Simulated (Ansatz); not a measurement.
Consider the redistribution: `N[SiH](F)[SiH2]O` + `CC(=O)[SiH3]` → `O[SiH2][SiH2]F` + `CC(=O)[SiH2]N`.

Calculated with Ansatz (gas phase, PBE0-D4/def2-TZVP geometries, no zero-point term in ΔE). CBS: MP2 limit from def2 TZ/QZ plus the TZ coupled-cluster correction, frozen cores. This one scheme is used for every species. DFT in def2-TZVPP. B3LYP here is the variant with VWN-RPA as its local correlation; programs differ in this. One conformer a species, not always the lowest.

Question: Is it downhill or uphill in electronic energy at CCSD(T)/CBS, and by how much? (Best estimate.)

Answer: Ansatz gave: Uphill: ΔE = +19.1 kJ/mol.

Question: What do these levels give: PBE0-D4, B3LYP-D4, ωB97X-V, ωB97M-V, PBE, PBE0, HF/def2-TZVPP, MP2/def2-TZVPP, SCS-MP2/def2-TZVPP, MP2/def2-QZVPP, SCS-MP2/def2-QZVPP, HF/CBS(def2)? (Estimate.)

Answer: The calculation gave: PBE0-D4 21.7, B3LYP-D4 21.0, ωB97X-V 19.4, ωB97M-V 20.8, PBE 24.2, PBE0 20.8, HF/def2-TZVPP 10.9, MP2/def2-TZVPP 19.4, SCS-MP2/def2-TZVPP 17.6, MP2/def2-QZVPP 19.1, SCS-MP2/def2-QZVPP 17.3, HF/CBS(def2) 10.5 kJ/mol.

Largest T1 diagnostic among the species: 0.015.

From PBE to PBE0 (25 % exact exchange), in def2-TZVPP and without D4, ΔE moves by −3.4 kJ/mol. In def2-TZVPP, CCSD(T) changes the Hartree–Fock value by +8.6 kJ/mol (the triples alone add +1.7 kJ/mol) and MP2 by +8.5 kJ/mol.
